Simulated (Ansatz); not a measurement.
C2H4FIn (`C=[CH][InH][F]`), one more setting.

```yaml
crystal:
  periodic: [false, false, false]
  atoms:
    - {symbol: C, position_ang: [-0.875621, 1.043905, -0.127546]}
    - {symbol: C, position_ang: [0.319652, 0.827852, -0.083047]}
    - {symbol: In, position_ang: [0.869069, -1.307426, -0.037259]}
    - {symbol: F, position_ang: [-0.843043, -2.119924, 0.600858]}
    - {symbol: H, position_ang: [-1.487668, 0.273428, 0.266344]}
    - {symbol: H, position_ang: [-1.436843, 2.132252, -0.188260]}
    - {symbol: H, position_ang: [1.029357, 1.628303, -0.468094]}
    - {symbol: H, position_ang: [2.225978, -2.301958, -0.107978]}
basis:
  gaussian: {orbitals: def2-mTZVPP}
hamiltonian: {xc: {name: B2GP-PLYP}}
output: {forces: true}
```

```sh
$ ansatz run in.yaml --threads 2 --pin off --events-out ev --progress --plain --max-ram 32768MiB --backend cpu
```

It prints (some lines left out):

```
Functional definition: B2GP-PLYP
1185 factors; integrals over basis functions are off by at most 1.2e-3 eV
mean field evaluation 1: about -10002.4486 eV, gradient 5.6e1 eV
mean field evaluation 2: about -10002.5421 eV, gradient 5.5e1 eV
mean field evaluation 4: about -10008.8692 eV, gradient 5.6e0 eV
mean field evaluation 8: about -10008.9321 eV, gradient 3.3e-1 eV
mean field evaluation 16: about -10008.9324 eV, gradient 8.8e-5 eV
mean field -10008.93241969 eV, -367.8214821254 hartree, gradient 2.4e-6 eV, S^2 0.000000; 0 other end points of the search recorded, 0 dependent functions left out
7 core orbitals not correlated: weight in the atoms' cores, before any rotation towards them, 1.000 or more for the frozen orbitals, at most 0.000 for the correlated occupied ones
reference -10008.93255110 eV, -367.8214869549 hartree; 16, 16 occupied and 95, 95 virtual orbitals, 1185 factors
second order -19.77897230 eV of doubles, -0.00000000 eV of singles
Total energy: -10016.05298113 eV, -368.0831579319 hartree
Atom 0 at    -0.875621     1.043905    -0.127546 Å, force   -10.424006     4.395067     1.239324 eV/Å
Atom 1 at     0.319652     0.827852    -0.083047 Å, force    10.680170    -0.761260    -1.931155 eV/Å
Atom 2 at     0.869069    -1.307426    -0.037259 Å, force    -0.290669     1.049360     0.650563 eV/Å
Atom 3 at    -0.843043    -2.119924     0.600858 Å, force     0.232542    -0.022372    -0.184818 eV/Å
Atom 4 at    -1.487668     0.273428     0.266344 Å, force    -1.350674    -0.461108    -0.205560 eV/Å
Atom 5 at    -1.436843     2.132252    -0.188260 Å, force     1.655935    -2.805792    -0.252892 eV/Å
Atom 6 at     1.029357     1.628303    -0.468094 Å, force    -0.595645    -1.146832     0.853369 eV/Å
Atom 7 at     2.225978    -2.301958    -0.107978 Å, force     0.092347    -0.247063    -0.168832 eV/Å
Dipole moment:     0.530698     0.272408    -0.295321 e Å
```

It took 15 s on 2 threads of a server CPU on a shared host, with 0.47 GiB of host memory at the peak.
